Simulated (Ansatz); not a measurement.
Input for Ansatz (a first-principles code): R-CCSD(T)/aug-cc-pV(D+d)Z on H4OSi (SMILES O[SiH3]) with ghost functions, monomers drawn apart or pushed together. Files ending in .json are basis or fitting sets from the Basis Set Exchange.

Ansatz 0.2 input:
```yaml
crystal:
  periodic: [false, false, false]
  atoms:
    - {symbol: O, position_ang: [-0.01043120, 1.26058062, 3.08000881]}
    - {symbol: Si, position_ang: [-0.09577321, -0.32042553, 3.55908768]}
    - {symbol: H, position_ang: [0.76316720, 1.77217803, 3.32780025]}
    - {symbol: H, position_ang: [1.02292570, -1.12203059, 3.00588706]}
    - {symbol: H, position_ang: [-1.38198472, -0.82824130, 3.04534032]}
    - {symbol: H, position_ang: [-0.05921363, -0.43928020, 5.03810771]}
basis:
  gaussian:
    orbitals: aug-cc-pV_D+d_Z.json
    ghost_atoms:
      - {symbol: C, position_ang: [0.02095984, -0.15893327, 0.04741754]}
      - {symbol: H, position_ang: [-0.12485718, 0.64920731, 0.76244845]}
      - {symbol: H, position_ang: [-0.36763534, -1.08751784, 0.46417311]}
      - {symbol: H, position_ang: [-0.50721132, 0.07055819, -0.87726647]}
      - {symbol: H, position_ang: [1.08409483, -0.27439189, -0.16105996]}
magnetization: {spin_polarized: false}
correlation: {method: ccsd_t, electrons: outside_noble_gas}
scf: {lower_state_search: off}
```

The head of its log:

```
WARN ansatz: RAYON_NUM_THREADS=1 ignored (pool sized by the plan → 1); use --threads N
Functional definition: HF
these checks for a lower state are left out or cut short: stability, starts, cluster_reference, orbital_swaps, neighbouring_geometries, increment
integrals: 0.39 GiB planned
1356 factors; integrals over basis functions are off by at most 9.4e-4 eV
mean field: 0.35 GiB planned
mean field evaluation 1: about -9961.7604 eV, gradient 3.4e1 eV
mean field evaluation 2: about -9961.7603 eV, gradient 3.4e1 eV
mean field evaluation 4: about -9964.1520 eV, gradient 2.3e0 eV
mean field evaluation 8: about -9964.1751 eV, gradient 3.4e-4 eV
mean field -9964.17510533 eV, -366.1766811605 hartree, gradient 2.6e-6 eV, S^2 0.000000; 0 other end points of the search recorded, 0 dependent functions left out
6 core orbitals not correlated
reference -9964.17510533 eV, -366.1766811605 hartree; 7, 7 occupied and 137, 137 virtual orbitals, 1356 factors
```

Task: What total energy does the run end on?

Result: -366.5308 hartree (reference determinant -366.1767, T1 diagnostic 0.012).
